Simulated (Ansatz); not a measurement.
`C[NH][GaH][SH]` + H₂ → `[SH][GaH2]` + CH₃NH₂ at 298.15 K and 1 bar (hydrogenolysis of a Ga–N bond).

Calculated with Ansatz (gas phase, PBE0-D4/def2-TZVP geometries, no zero-point term in ΔE). CCSD(T)/CBS is the MP2 limit (def2-TZVPP, def2-QZVPP) plus CCSD(T) − MP2 in def2-TZVPP, frozen cores. This one scheme is used for every species. For Ga outer-core shells are correlated without core-valence functions, which leaves a few kJ/mol of doubt a bond. Scalar relativity is left out up to krypton. One conformer a species, not always the lowest.

| species | CCSD(T)/CBS energy (Eh) | H − E (kJ/mol) | S (J/(mol·K)) |
| --- | --- | --- | --- |
| `C[NH][GaH][SH]` | -2418.12579 | 206.2 | 352.1 |
| H₂ | -1.17544 | 35.1 | 130.4 |
| `[SH][GaH2]` | -2323.53734 | 73.1 | 277.9 |
| CH₃NH₂ | -95.75281 | 180.0 | 240.4 |

H − E and S are ideal-gas, rigid-rotor, harmonic terms from PBE0-D4/def2-TZVP, for one conformer and one mirror image of each species. The MP2-based limit puts H₂ 0.8 mEh under its directly extrapolated value; such offsets cancel only in part. 1 Eh = 2625.50 kJ/mol, R = 8.31446 J/(mol·K).

Problem. By hand: ΔE, ΔH, ΔS and ΔG.

Solution. ΔE = (-2323.53734) + (-95.75281) − (-2418.12579) − (-1.17544) = 0.01108 Eh = 29.1 kJ/mol. Δ(H − E) = 73.1 + 180.0 − 206.2 − 35.1 = 11.8, so ΔH = 40.9 kJ/mol. ΔS = 277.9 + 240.4 − 352.1 − 130.4 = 35.8 J/(mol·K). ΔG = 40.9 − 298.15 × (35.8)/1000 = 30.2 kJ/mol.

Problem. By hand: the equilibrium constant, and the temperature at which ΔG would vanish if ΔH and ΔS stayed fixed.

Solution. log₁₀ K = −ΔG/(RT ln 10) = -5.3. ΔG = 0 at ΔH/ΔS = 1142 K.

ΔH outweighs TΔS. A doubt of 5 kJ/mol in ΔE shifts log₁₀ K by 0.9 here. Other conformers and mirror images would add mixing entropy, several J/(mol·K) or more a flexible species. These are equilibria of isolated gas molecules and say nothing of rates. Largest T1 diagnostic: 0.013 (customary marks: 0.02 for closed shells, 0.045 for open ones).
